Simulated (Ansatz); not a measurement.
The lowest doublet and quartet of CH (SMILES [CH]); geometries from B3LYP-D3(BJ)/def2-TZVP, each state relaxed from the structure named, with no frequency check.
Doublet at the quartet's geometry (charge 0, multiplicity 2):
```tsv
atom	x (Å)	y (Å)	z (Å)
C	0.0000	0.0000	-0.1563
H	0.0000	0.0000	0.9375
```

A positive gap puts the quartet lower; no zero-point energy. U- takes an unrestricted doublet. The quartet is unrestricted in single-reference levels. Active spaces average the two states.

Frozen-core correlation.

Programs: Ansatz (an electronic-structure program). Each number belongs to the level named beside it.

Task: What gap E(doublet) − E(quartet), vertical, at the quartet's geometry does FIC-MRCISD+Q on SA-CASSCF(5,5)/cc-pVQZ give?

Result: -17.7 kcal/mol

Task: What is the computed gap E(doublet) − E(quartet), vertical, at the quartet's geometry (U-HF/cc-pVDZ (spin-contaminated))?

Result: 3.4 kcal/mol

Task: What is the computed gap E(doublet) − E(quartet), vertical, at the quartet's geometry (FCI/cc-pVDZ)?

Result: -12.5 kcal/mol
